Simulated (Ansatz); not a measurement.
Basis-set extrapolation for CH$_{7}$BOSSi (PBE0-D4/def2-TZVP geometry, frozen core, Ansatz). Multiplicity 1, RHF reference.

|  | def2-TZVPP | def2-QZVPP |
| --- | --- | --- |
| HF | -827.999626 | -828.026179 |
| MP2 correlation | -0.839919 | -0.902570 |
| CCSD(T) correlation | -0.931692 | not run |

Energies in hartree. Use E(X) = E(∞) + A·exp(−7.88·√X) for Hartree–Fock and E(X) = E(∞) + B·X^(−2.97) for correlation, with X = 3 and 4, and add CCSD(T) minus MP2 of the smaller set to the MP2 limit.

Problem. What is the CCSD(T) energy at the basis-set limit?

Solution. HF limit: -828.026179 + (-0.026553) × 0.13774 = -828.02984. MP2 limit: -0.902570 + (-0.062651) × 0.74074 = -0.94898. Higher-order term: -0.931692 − (-0.839919) = -0.09177. Total: -829.07059 hartree, 3.79 eV below CCSD(T)/def2-TZVPP.
